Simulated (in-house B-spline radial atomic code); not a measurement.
A fraction x of an electron is removed from 3p in Ar3+, starting from [Ne] 3s2 3p3 and keeping the highest spin. Computed with a radial B-spline atomic code at the basis-set limit: non-relativistic HSE06, spin-polarised, spherical fractional occupations, point nucleus.

Caution: exact exchange at fractional occupations of open shells leaves self-interaction of up to several eV.

```tsv
x	E(x) - E(0) (eV)	3p up level (eV)
0	0.0000	-53.302
0.09	4.8537	-54.555
0.18	9.8202	-55.814
0.33	18.3504	-57.924
0.5	28.4023	-60.335
0.61	35.1254	-61.905
0.7	40.7549	-63.196
0.87	51.7063	-65.647
0.97	58.3438	-67.097
1	60.3632	-67.534
```

The exact functional would give a straight line between the two integer points. Deviations E(x) - E(0) - x[E(1) - E(0)], in eV: -0.579 at x = 0.09, -1.045 at x = 0.18, -1.569 at x = 0.33, -1.779 at x = 0.5, -1.696 at x = 0.61, -1.499 at x = 0.7, -0.81 at x = 0.87, -0.209 at x = 0.97.

The curve lies below the straight line by up to 1.779 eV (at x = 0.5): convex, the delocalisation error, to which spherically averaged exact exchange adds.

Problem. How well does Slater's transition state (minus the level at half occupation) give the ionisation energy?

Solution. It gives 60.335 eV against 60.363 eV from the two total energies; NIST lists 59.58 eV, ground level to ground level. The end point has an open shell averaged over its orbitals, so its exact exchange keeps a self-interaction and this is no true integer point.
